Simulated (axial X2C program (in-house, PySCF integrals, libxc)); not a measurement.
Potential curves of HI⁺, spin-free

Calculated with an axial X2C code built on PySCF integrals. Spin-free means the one-electron spin-free X2C Hamiltonian. Basis: I dyall-cv3z [11s12p8d4f1g], H dyall-v3z [6s2p1d] (cores contracted in-house); Gaussian nuclei, density fitting, unrestricted open shells. Masses: I 126.904 u, H 1.008 u.

State: M_S = 1/2, Λ = 1 (beyond evenly filled blocks: π+α, π+β, π-α). Energies in cm⁻¹ from the fragments at the same level (I+ + H). Fits are polynomials in 1 − R0/R over 0.85 to 1.23 times the lowest point R0.

```json
{"R (Å)": "1.4268", "PBE0": "-22227", "CCSD(T)": "", "MP2": "-20755"}
{"R (Å)": "1.4924", "PBE0": "-24786", "CCSD(T)": "-24327", "MP2": "-23255"}
{"R (Å)": "1.5416", "PBE0": "-25907", "CCSD(T)": "-25443", "MP2": "-24315"}
{"R (Å)": "1.5908", "PBE0": "-26488", "CCSD(T)": "-26018", "MP2": "-24828"}
{"R (Å)": "1.6400", "PBE0": "-26635", "CCSD(T)": "-26159", "MP2": "-24902"}
{"R (Å)": "1.6974", "PBE0": "-26375", "CCSD(T)": "-25895", "MP2": "-24551"}
{"R (Å)": "1.7548", "PBE0": "-25753", "CCSD(T)": "-25278", "MP2": "-23835"}
{"R (Å)": "1.8286", "PBE0": "-24564", "CCSD(T)": "-24109", "MP2": "-22516"}
{"R (Å)": "1.9188", "PBE0": "-22709", "CCSD(T)": "", "MP2": "-20425"}
{"R (Å)": "2.0500", "PBE0": "-19582", "CCSD(T)": "", "MP2": "-16157"}
```

Correlated methods: 7 electrons correlated (number of frozen shells: I 4 s, 3 p, 2 d; H none), 179 virtual spin orbitals or spinors in MP2.

One determinant describes the state; a PBE0 search over occupations chose it and may have missed a lower one. Dissociation energies refer to the lowest single-determinant-based atoms at the same level and basis. CCSD and (T) use frozen natural virtuals with an MP2 correction for the truncation; (T) itself is uncorrected, so its De runs slightly low. Without a current term, density functionals place determinants with orbital angular momentum somewhat too high. Spin-free De lacks the spin–orbit lowering of the heavy p-block atom, a tenth of an eV or more for 4p and 5p, up to an eV for 6p and one to two eV for 7p atoms, less what an open-shell molecule gains itself. Coupled cluster ran on the points near the minimum only. MP2 and coupled cluster on one determinant become unreliable at the stretched end.

(1) What are Re, ωe and De at the PBE0 level?

(2) What are Re, ωe and De at the CCSD(T) level?

(3) Fit the MP2 curve near its minimum: give the equilibrium distance, the harmonic wavenumber and the well depth.

Results:

(1) At PBE0, spin-free: Re = 1.635 Å, ωe ≈ 2220 cm⁻¹, De = 3.30 eV to I+ + H; Be follows as 6.31 cm⁻¹.

(2) At CCSD(T), spin-free: Re = 1.634 Å, ωe ≈ 2220 cm⁻¹, De = 3.24 eV to I+ + H; Be follows as 6.32 cm⁻¹.

(3) At MP2, spin-free: Re = 1.624 Å, ωe ≈ 2290 cm⁻¹, De = 3.09 eV to I+ + H; Be follows as 6.39 cm⁻¹.
